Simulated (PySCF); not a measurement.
Telling isomers of C4H12N2Si2 apart by NMR

All values are calculated (PySCF): geometry from GFN2-xTB, σ from GIAO-PBE0/pcSseg-1. In vacuum, non-relativistic, fast rotation and ring inversion assumed for equivalent nuclei, a single conformation.

Shifts are taken against calculated references (same method and geometry level): 1H and 13C vs TMS. Where no couplings were computed, multiplicities follow the n + 1 count of equivalent neighbours, and m marks all less simple cases (inequivalent or close neighbours, rings, F or P nearby). Shifts are as computed. Against solution values, carbons near 30 ppm lie about +3 ppm off and those near 130 ppm about +5 ppm. Of 1309 compounds with measured shifts, 239 miss one by over three times the rms of a fit or turn the order of signals round; such compounds aren't used in these exercises. OH and NH positions are gas-phase values without hydrogen bonding to other molecules.

(1) Tabulate the signals of `C=C[Si@@H]1N(C)C[Si@@H]1N`, `CN(C)[Si@@](C)([SiH3])C#N` and their relative energies.

(2) What is the quickest way to tell C=C[Si@@H]1N(C)C[Si@@H]1N from CN(C)[Si@@](C)([SiH3])C#N?

Answers

(1) 
```json
{"SMILES": "C=C[Si@@H]1N(C)C[Si@@H]1N", "carbon types": "1×CH 2×CH2 1×CH3", "δC": "147.8, 142.7, 59.3, 41.5", "δH": "6.66 (m, 1H), 6.44 (m, 1H), 6.16 (m, 1H), 5.70 (m, 1H), 5.20 (m, 1H), 2.86 (m, 1H), 2.85 (m, 1H), 2.67 (s, 3H), 0.58 (br s, 2H)", "E rel. (kcal/mol)": "7.8"}
{"SMILES": "CN(C)[Si@@](C)([SiH3])C#N", "carbon types": "1×C 3×CH3", "δC": "126.9, 41.5, 0.9", "δH": "3.53 (s, 3H), 2.62 (s, 6H), 0.54 (s, 3H)", "E rel. (kcal/mol)": "0.0"}
```

Energies are electronic energies at PBE0/pcSseg-1 on these geometries, without zero-point or thermal terms, each for the one conformer computed, which needn't be the lowest.

(2) Count the carbon signals: 4 against 3. The first has an alkene CH at 147.8 ppm, the second a nitrile carbon (C) at 126.9 ppm. In the proton spectra the most deshielded non-exchanging signals are 6.66 (m, 1H) and 3.53 (s, 3H).
